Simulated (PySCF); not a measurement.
## Oxygen: a sound run and one with changed settings

Sound run: O⁺ [He] 2s2 2p3, O²⁺ [He] 2s2 2p2. Computed with PySCF 2.14 in jorge-DZP-DKH (4s2p1d, 15 functions), with scalar relativity by spin-free X2C-1e. In the sound run the correlated levels freeze 1s2. The sound run starts from symmetry-adapted Hartree-Fock orbitals and uses a fine grid where one is needed.

Changed run: a valence shell is frozen. This setting is unsound on purpose.

```csv
species,method,sound run (hartree),changed run (hartree),converged
O⁺,MP2,-74.48350,-74.43108,yes
O⁺,CCSD(T),-74.49823,-74.43383,yes
O²⁺,MP2,-73.19471,-73.14377,yes
O²⁺,CCSD(T),-73.21727,-73.14463,yes
```

Ionisation energy of O⁺:

| method | sound run (eV) | changed run (eV) |
| --- | --- | --- |
| UHF | 34.751 | 34.751 |
| MP2 | 35.070 | 35.030 |
| SCS-MP2 | 34.899 | 34.844 |
| CCSD | 34.858 | 35.080 |
| CCSD(T) | 34.857 | 35.081 |

Freezing a valence shell removes pair correlation that changes on ionisation.

For comparison, NIST gives 35.121 eV between the lowest levels.
